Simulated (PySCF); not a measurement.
## Structure from 2D NMR

Compound of formula C$_{4}$H$_{8}$N$_{2}$OSSi. Correlations simulated from computed shifts and the bond graph:

HSQC (one-bond C–H):
| δH | δC |
| --- | --- |
| 7.43 | 136.9 |
| 7.03 | 122.3 |
| 2.47 | 43.5 |

HMBC (two and three bonds, from the bond graph):
| δH | δC |
| --- | --- |
| 7.43 | 122.3, 122.2 |
| 7.03 | 136.9, 122.2 |
| 5.12 | 136.9, 122.2 |
| 2.47 | 122.2 |

Carbons without hydrogens: δ 122.2.

- geometry from PBE0-D3(BJ)/def2-SVP
- shieldings: GIAO KT3/pcSseg-1
- program: PySCF
- in vacuum, one computed conformer, equivalent nuclei averaged, no relativistic terms

Chemical shifts δ = σref − σ; ¹H (σ = 31.32 ppm), ¹³C (σ = 182.31 ppm) against TMS, all at this level.

Exchangeable hydrogens are left out of these lists.

Q: Assemble the structure.

A: `C[S@@](=O)c1cncn1[SiH3]`.

Structure with atom numbers: `[CH3:1][S@@:2](=[O:3])[c:4]1[cH:5][n:6][cH:7][n:8]1[SiH3:9]`. Hydrogens are named by the atom that carries them.

- δC 136.9 is C7, an aromatic CH between two ring heteroatoms (δH 7.43).
- δC 122.3 is C5, an aromatic CH next to a ring nitrogen (δH 7.03).
- δC 122.2 is C4, an aromatic carbon bearing sulfur.
- δC 43.5 is C1, a methyl carbon bonded to S (δH 2.47).
- HMBC from δH 7.43 reaches the proton-free carbon C4.
- HMBC from δH 7.03 reaches the proton-free carbon C4.
- HMBC from δH 5.12 reaches the proton-free carbon C4.
- HMBC from δH 2.47 reaches the proton-free carbon C4.

The data come from this structure; uniqueness wasn't tested.

Shifts are as computed, not scaled to solution data. Of 1211 compounds with measured shifts, 218 miss one by over three times the rms of a fit or turn the order of signals round; such compounds aren't used in these exercises.
